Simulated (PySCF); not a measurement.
Compound: C6H15NSi.
Cartesian coordinates in Å at the PBE0-D3(BJ)/def2-SVP level; atoms count from 1:
```
atom  x, y, z in Å
C1    -2.2960   -0.3577    0.8148
C2    -1.3761    0.0914   -0.3171
C3    -1.9602   -0.3131   -1.6663
C4     0.0552   -0.4338   -0.1388
C5     0.6626   -0.0744    1.2275
N6     2.0899   -0.3091    1.1512
Si7    2.7340   -0.2058   -0.4539
C8     1.0325    0.0428   -1.2318
H9    -3.3245   -0.0020    0.6481
H10   -1.9722    0.0244    1.7940
H11   -2.3319   -1.4587    0.8774
H12   -1.3174    1.1970   -0.2901
H13   -1.3666    0.0748   -2.5068
H14   -1.9994   -1.4114   -1.7626
H15   -2.9872    0.0673   -1.7808
H16    0.0165   -1.5395   -0.1882
H17    0.4123    0.9824    1.4687
H18    0.2067   -0.6930    2.0192
H19    2.6023   -0.2923    2.0219
H20    3.6687    0.9428   -0.7026
H21    3.4609   -1.4421   -0.8931
H22    0.8859    1.1189   -1.4351
H23    0.8905   -0.4911   -2.1823
```

Method used: PySCF, TDDFT PBE0/def2-SVPD, vertical, gas phase, core orbitals frozen in the response.

Ground-to-excited transition dipoles (e·a0, same axes as the geometry; the sign carries no meaning), for the states with f of 0.002 or more among the lowest 8:

```tsv
state	E (eV)	μx	μy	μz
S1	5.719	0.106	0.149	-0.043
S2	5.989	-0.021	-0.219	0.030
S4	6.804	-0.120	0.159	-0.034
S5	6.870	-0.111	0.026	0.063
S6	7.045	0.079	-0.163	-0.028
S7	7.271	0.099	-0.332	-0.076
S8	7.651	0.005	-0.027	0.440
```

Task: Work out the oscillator strengths.

Result: f = (2/3) ΔE |μ|² with ΔE in hartree (27.2114 eV).

```tsv
state	|μ|² (au)	|μ| (D)	f
S1	0.035	0.48	0.005
S2	0.049	0.56	0.007
S4	0.041	0.51	0.007
S5	0.017	0.33	0.003
S6	0.034	0.47	0.006
S7	0.126	0.90	0.022
S8	0.194	1.12	0.036
```

Task: Which bond between heavy atoms lies closest to the direction of the S8 transition dipole?

Result: N6–Si7, at 23° from it; next C4–C5 and C2–C3 at 29°.

Task: What angle do the transition dipoles of S7 and S8 make?

Result: |cos θ| = |μa·μb| / (|μa| |μb|) = 0.15, so θ ≈ 81° (taken between 0 and 90°, since the signs are arbitrary).

The vertical ionisation energy (ΔSCF) is 8.42 eV, 0.76 eV above S8.

One conformer stands for the species.

Without π bonds the low states may be Rydberg-like; a valence basis with one diffuse set may place them up to an eV too high.
